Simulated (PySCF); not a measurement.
**Relaxation of quartet RuO₂⁻**

These are results of UPBE0/[Ru def2-SVPD with ECP28, O def2-SVPD], scalar-relativistic core potentials, density fitting, no spin–orbit coupling, PySCF, not measurements. A (50,194) grid was used.

A hand-made bent start, of C2v symmetry, held to at least that symmetry:

```xyz
3
charge -1 multiplicity 4, angstrom
Ru    0.0000    0.0000   -0.2343
O     1.4007    0.0000    0.7465
O    -1.4007    0.0000    0.7465
```

(1) What forces act on the atoms at the start (eV/Å)?

(2) What does it relax to?

(3) How much energy is released, and in how many steps?

Results:

(1) 
| atom | Fx | Fy | Fz |
| --- | --- | --- | --- |
| Ru1 | 0.00 | 0.00 | 0.47 |
| O2 | 0.92 | 0.00 | -0.23 |
| O3 | -0.92 | 0.00 | -0.23 |

(2) It ends at C2v with Ru–O 1.734 Å (×2); O–Ru–O 129.0°. A frequency run shows a minimum. Other isomers or separated fragments may lie lower.

(3) 18.4 kJ/mol in 4 steps.

Open d and f shells are described by one determinant, and the ground state may have another occupation or spin. At this level a doublet minimum of C2v symmetry lies 51 kJ/mol below this structure.
